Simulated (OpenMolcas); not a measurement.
Ni2+: effect of the metal basis

Ni2+ with its 6 nearest fluoride ions at 2 Å, on the Ca site of CsCaF3 (a = 4.526 Å, distance in the model lattice 2.263 Å). The rest of the host is ab initio model potentials to 7.6 Å and point charges beyond; the distance is set by hand and nothing relaxes.

```
Program             : OpenMolcas 26.06
Method              : SS-CASPT2, IPEA 0.25 Eh, imaginary shift 0.1 Eh (closed shells correlated: 3s 3p and the ligand valence shells)
Spin-orbit coupling : RASSI with atomic mean-field integrals over the reference wave functions
```

Fixed: ligand basis ANO-RCC-VDZP, active space 8 electrons in 5 orbitals (3d), DKH2 Hamiltonian.

States (labels of O, the rotations of Oh). Energies in cm-1 above the lowest state or level, χT in cm3 K/mol.

| Run | Metal basis | Ground state | First state of that spin | First gap with spin-orbit (degeneracies) | χT at 300 K | First state of another spin | Cost |
| --- | --- | --- | --- | --- | --- | --- | --- |
| A | ANO-RCC-VDZP | 3A2 | 3T2 8570 | 8240 (3, 2) | 1.361 | 1E 14770 | roughly 90 core-seconds |
| B | ANO-RCC-VTZP | 3A2 | 3T2 8500 | 8180 (3, 2) | 1.360 | 1E 14370 | roughly 110 core-seconds |

Against A, the first state of the same spin changes by -0.8 % in B.

Costs are those of the CASPT2 steps.

Roots that are degenerate in the reference are averaged as groups; the widest CASPT2 spread within a group is 48 cm-1 (the 2-fold group of multiplicity 1 near 36100 cm-1 above the lowest state of its run, A). Shifts and gaps below about the spread of the groups concerned are not significant. Over all roots computed the reference weight is 0.72 to 0.73 in A, 0.72 to 0.73 in B; a low but even weight reflects the number of correlated electrons. A single d shell leaves out the double-shell effect, which counts most for late 3d ions, where the CASPT2 field can be off either way by tens of per cent. Ligand-to-metal charge-transfer states are missing. These CASPT2 states fit no ligand-field parameters well, so their order and spin gaps are uncertain. For late 3d ions with one d shell CASPT2 can put B and the spin-flip bands somewhat low as well as high. With one d shell and no ligand orbital active, 10Dq can be off by tens of per cent for divalent 3d ions, low with halides held by bare charges and at times high in hosts, and the orbital part of g and χT goes as 1/10Dq. Free-ion shares, where given, are those of the reference states; single-state CASPT2 does not remix them. The distance lies 4 % under the 2.092 Å that this model takes as the normal distance (a Shannon-type radius plus a fixed donor radius, weighted with the host); by an R⁻⁵ law this alone changes a d-shell field by about +25 %. No measured value stands beside these numbers; the geometry was set by hand and not optimised.
